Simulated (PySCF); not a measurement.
# Field gradients at the hydrogen positions

C8H10.
Numbering: `[CH3:1][C:2]#[C:3][CH2:4][CH:5]=[C:6]=[CH:7][CH3:8]` (hydrogens: H9, H10, H11 on C1; H12, H13 on C4; H14 on C5; H15 on C7; H16, H17, H18 on C8)

Geometry (GFN2-xTB, Å), atoms numbered from 1 in this order:
```
atom  x, y, z in Å
C1     4.2419    0.5444   -0.2985
C2     2.9200   -0.0359   -0.1911
C3     1.8332   -0.5289   -0.0827
C4     0.5000   -1.0981    0.0024
C5    -0.4227   -0.4231   -0.9847
C6    -1.4990    0.2133   -0.6420
C7    -2.5847    0.8204   -0.2730
C8    -3.9286    0.1639   -0.1636
H9     4.2494    1.5408    0.1431
H10    4.5322    0.6196   -1.3464
H11    4.9674   -0.0789    0.2242
H12    0.1134   -0.9785    1.0181
H13    0.5559   -2.1685   -0.2272
H14   -0.1172   -0.4781   -2.0222
H15   -2.5559    1.8765   -0.0318
H16   -3.8665   -0.8913   -0.4180
H17   -4.6376    0.6477   -0.8355
H18   -4.3101    0.2611    0.8528
```

Level: PBE0/pcSseg-1 (PySCF, non-relativistic); Q(2H) = 0.00286 b; rigid geometry, the same for H and D, with no vibrational averaging.

Question: Rank these positions by the coupling χzz of a deuteron there, largest first.
A. H15 (hydrogen on carbon)
B. H12 (methylene hydrogen)
C. H9 (methyl hydrogen)

Answer: A (218 kHz), C (208 kHz), B (200 kHz).

Q: Give the electric field gradient Vzz (the principal value of largest size), its asymmetry and the 2H coupling at each hydrogen.

A: 
```
atom  bonded to  bond length (Å)  Vzz (au)     η  χzz (kHz)
  H9         C1            1.090    0.3088  0.02        208
 H10         C1            1.090    0.3088  0.02        207
 H11         C1            1.090    0.3088  0.02        208
 H12         C4            1.093    0.2980  0.02        200
 H13         C4            1.096    0.2952  0.01        198
 H14         C5            1.083    0.3246  0.07        218
 H15         C7            1.084    0.3243  0.07        218
 H16         C8            1.087    0.3133  0.03        211
 H17         C8            1.090    0.3103  0.02        209
 H18         C8            1.090    0.3103  0.02        209
```

Q: How does χzz go with the bond length over the 10 C–H bonds?

A: A straight-line fit has a slope of -15.6 kHz for each 0.01 Å, with a correlation coefficient of -0.99, over lengths from 1.083 to 1.096 Å. The longer bonds have the smaller couplings here.

Q: Give the 2H NMR doublet splittings at H15 for a magnetic field along the z, y and x axes of the gradient: 3χ/2, 3χ(1 + η)/4, 3χ(1 − η)/4.

A: With |χ| = 218.0 kHz and η = 0.065: 327, 174 and 153 kHz, to first order and without motion.

Geometry: GFN2-xTB, one conformer, isolated molecule. GFN2-xTB frequencies show an imaginary mode (22i cm⁻¹), so this geometry is no minimum at that level. GFN2-xTB bond lengths can be off by several hundredths of an ångström, more for odd bonds, and the gradients follow them. The basis is small and wasn't made for field gradients, so the couplings can be 20 % off.
